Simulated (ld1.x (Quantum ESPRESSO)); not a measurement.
**tellurium (Te): RRKJ pseudisation with PBEsol, scalar-relativistic reference atom.**

* Element: Te
* Generator: ld1.x (Quantum ESPRESSO) 7.5
* Type: norm-conserving RRKJ (Kleinman–Bylander form)
* Functional: PBEsol
* Relativity: scalar-relativistic
* Frozen core: [Kr] 4d10
* Valence charge: 6
* Reference configuration: 5s2 5p3.5 (charge +0.5)
* Partial waves: 5s (bound): rc 1.55 bohr; 5p (bound): rc 1.70 bohr; 5d channel at 0.35 Ry: rc 1.80 bohr
* Local potential: all-electron potential smoothed inside 1.25 bohr (lloc = -2)
* Core correction: Bessel-smoothed model core inside 1.05 bohr

Poles of the logarithmic derivatives, all-electron (AE) and pseudo (PS). s: poles at 2.7 (AE) and 2.7 (PS) Ry. p: poles at 4.7 (AE) and 1.0 (PS) Ry. d: poles at no energy (AE) and 2.2 (PS) Ry. Test radius 1.95 bohr.

- Cutoffs needed: 35 Ry and 50 Ry (the cutoffs (Ry, on a coarse ladder) from which the occupation-weighted sum of valence levels, in a spherical-Bessel basis at the reference potential, stays within 10 and 1 mRy of its value at 400 Ry)
- Ghost test: ghost state, extra bound levels that the all-electron valence spectrum of the same l lacks: s at -49.2 eV; a true bound ghost makes a file unfit for plane-wave use (spherical-Bessel basis up to 400 Ry, 20 bohr box)
- Largest excitation error: -295 meV (all-electron minus pseudo) for 5s2 5p0, out of 7 test configurations
